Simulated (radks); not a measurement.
Results of a calculation; reference values are marked as such.
Initial-state core-level shifts of the mercury ion Hg+ when its valence configuration changes from [Xe] 4f14 5d10 6s1. Code: a radial shooting solver on a logarithmic mesh with Libxc functionals. Model: scalar-relativistic Kohn-Sham, LDA (Slater exchange, Perdew-Wang correlation), spin-polarised, spherical densities, point nucleus; open shells are filled with parallel spins first (spin-orbit coupling, left out, can overturn this in heavy ions). Shifts are changes of the shell-averaged eigenvalues in eV (positive: less bound).

valence                     2p       3p       3d       4p
4f14 5d9 6s2            -3.851   -3.792   -3.811   -3.752
4f12 5d9 6s2 6p2       -45.146  -49.453  -49.178  -42.525
4f12 5d10 6s1 6p2      -40.457  -44.878  -44.572  -38.059
4f14 5d10 6p1           -1.832   -1.848   -1.845   -1.856
4f13 5d10 6s2          -18.009  -20.163  -20.010  -16.948
4f14 5d9 6s1 6p1        -5.545   -5.503   -5.519   -5.470
4f14 5d9 6p2            -7.265   -7.239   -7.251   -7.211
4f13.5 5d9.5 6s2       -10.871  -11.905  -11.838  -10.322
4f14 5d10 6s0.5 6p0.5   -0.928   -0.936   -0.934   -0.939
